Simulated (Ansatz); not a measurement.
Gas-phase electronic energies from Ansatz, PBE0-D4/def2-TZVP geometries. CCSD(T)/CBS is the MP2 limit (def2-TZVPP, def2-QZVPP) plus CCSD(T) − MP2 in def2-TZVPP, frozen cores. This one scheme is used for every species. Functionals use def2-TZVPP. B3LYP here is the variant with VWN-RPA as its local correlation; programs differ in this. Each species was taken in one conformer, which may not be the lowest.

`C=C[SiH](F)[SiH2]F` + CH₃OH → `C=C[SiH](F)OC` + `F[SiH3]`  (cleavage of the Si–Si bond)

CCSD(T)/CBS gives -1.40 eV.

Q: Another level gave -1.34 eV. Which?
A. CCSD/def2-TZVPP
B. B3LYP/def2-TZVPP
C. PBE/def2-TZVPP
D. HF/def2-TZVPP

A: B. B3LYP -1.34, CCSD/def2-TZVPP -1.45, PBE -1.11, HF/def2-TZVPP -1.58 eV.

Largest T1 diagnostic among the species: 0.012.

From PBE to PBE0 (25 % exact exchange), in def2-TZVPP and without D4, ΔE moves by −0.09 eV. In def2-TZVPP, CCSD(T) changes the Hartree–Fock value by +0.15 eV (the triples alone add +0.02 eV) and MP2 by +0.07 eV.
